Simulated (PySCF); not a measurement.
Si(F)2(OH)(OMe) (CH4F2O2Si), SMILES CO[Si](O)(F)F.

The structure is a stationary point at PBE0-D3(BJ)/def2-SVP. This is a generated structure with no PubChem entry under its InChIKey; it may be hypothetical. One conformer was computed; it need not be the lowest.

Two levels are set side by side: PBE/def2-TZVP (PySCF) and M06-2X/def2-TZVP (PySCF). Same geometry, gas phase. Differences are taken from unrounded values.

```tsv
quantity	M06-2X
orbital gap (eV)	11.66
highest occupied level (eV)	-10.65
lowest empty level (eV)	1.01
dipole moment (D)	2.33
mean polarisability (bohr³)	38.8
```

Q: What does PBE give, and how far is it from M06-2X? (The exact figures need the calculation; the answer reports its results.)

A: 
```tsv
quantity	PBE	PBE minus M06-2X
orbital gap (eV)	6.80	-4.86
highest occupied level (eV)	-7.36	3.29
lowest empty level (eV)	-0.56	-1.57
dipole moment (D)	2.19	-0.14
mean polarisability (bohr³)	41.7	3.0
```

PBE's occupied levels lie high since its potential decays too fast outside the molecule; exact exchange lowers them and widens the gap. PBE's more diffuse valence density responds more strongly to a field. Differences between two approximate levels are no errors against the true value.

Rough cost on one machine, each run with all the roots and properties that it gave: M06-2X against PBE about 3 times.
